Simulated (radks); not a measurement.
Charge is removed step by step from the 2p level of Al, starting from [Ne] 3s2 3p1. Calculated with a radial shooting solver on a logarithmic mesh with Libxc functionals: non-relativistic Kohn-Sham, r2SCAN, spin-unpolarised, spherical densities, point nucleus; meta-GGA in the generalised Kohn-Sham scheme.

removed (e)  E - E(0) (eV)  eigenvalue (eV)  E minus straight line (eV)
0                    0.000          -71.530                       0.000
0.1                  7.277          -74.023                      -1.189
0.2                 14.806          -76.566                      -2.126
0.3                 22.592          -79.158                      -2.806
0.4                 30.639          -81.796                      -3.225
0.5                 38.953          -84.479                      -3.377
0.6                 47.537          -87.205                      -3.259
0.7                 56.395          -89.973                      -2.867
0.8                 65.532          -92.782                      -2.196
0.9                 74.953          -95.631                      -1.241
1                   84.660          -98.519                       0.000

Removing the whole electron costs 84.660 eV by Delta-SCF, against 71.530 eV from minus the eigenvalue at the starting occupation. Slater's transition state (half an electron removed) gives 84.479 eV. Integrating minus the eigenvalue over the occupation (Janak's theorem) gives 84.660 eV. The mean slope of the eigenvalue, de/dn, is 27.0 eV per electron.
